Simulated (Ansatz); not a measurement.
This geometry of BClH2 + BrH (6 atoms, charge 0, multiplicity 1) is a first-order saddle point.

Level of theory: RKS BHLYP-D4/def2-TZVP (Ansatz 0.2.0).

```xyz
6
Properties=species:S:1:pos:R:3
B -0.501 -0.281 -0.284
Cl 1.292 0.173 -0.982
H -0.597 -1.445 -0.176
H -1.301 0.426 -0.771
H 1.150 0.600 0.511
Br -0.044 0.526 1.702
```

Question: Which two structures does it join? (They come from a converged band through this point; their orientation in space is the band's.)

Answer: Bonds broken: B1–Cl2, H5–Br6. Bonds formed: B1–Br6, Cl2–H5. BClH2 + BrH becomes BBrH2 + ClH.

Initial state:

```xyz
6
Properties=species:S:1:pos:R:3
B -0.550 -0.475 -0.827
Cl 0.981 -0.144 -1.593
H -0.694 -1.522 -0.309
H -1.396 0.340 -0.906
H 1.452 1.042 1.513
Br 0.207 0.759 2.122
```

Final state:

```xyz
6
Properties=species:S:1:pos:R:3
B -0.975 -0.363 0.021
Cl 1.852 0.371 -1.024
H -0.713 -1.490 -0.180
H -1.419 0.375 -0.778
H 2.015 0.817 0.158
Br -0.760 0.290 1.804
```

Question: How far does it lie above each of them?

Answer: 20.5 kcal/mol above the first and 18.0 kcal/mol above the second. This is the barrier of this one path; another mechanism may lie lower. The orbitals stay closed-shell, which can raise the energy where a bond breaks towards radicals; this wasn't checked here.

The run took 3.2 min on 4 threads of Arm Neoverse N1, with other jobs on the host, peak memory 0.33 GiB.
